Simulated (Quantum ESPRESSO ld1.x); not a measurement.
Species: Se14+. Configuration: [Ar] 3d2 (the NIST ground configuration). Method: Dirac Kohn-Sham, relativistic LDA (MacDonald-Vosko exchange, VWN5 correlation), spin-unpolarised, spherical densities, point nucleus; open shells fill j = l - 1/2 first; computed with ld1.x of Quantum ESPRESSO 7.5. Some entries of the table are withheld. Estimate them.

orbital,occ.,eigenvalue (eV),r(max) (bohr),<1/r> (bohr^-1)
1s1/2,2,-12890.0,0.02890,(1)
2s1/2,2,-2056.32,0.1649,7.688
2p1/2,2,-1895.36,0.1297,7.653
2p3/2,4,-1853.77,0.1328,7.419
3s1/2,2,-602.426,(2),2.771
3p1/2,2,-547.097,0.4643,2.696
3p3/2,4,-539.370,0.4711,2.642
3d3/2,2,(3),0.3938,(4)
3d5/2,0,(5),0.3956,(6)

Answer. 
(1) 1s1/2 <1/r> (bohr^-1): 34.44
(2) 3s1/2 r(max) (bohr): 0.4792
(3) 3d3/2 eigenvalue (eV): -448.304
(4) 3d3/2 <1/r> (bohr^-1): 2.494
(5) 3d5/2 eigenvalue (eV): -446.834
(6) 3d5/2 <1/r> (bohr^-1): 2.481
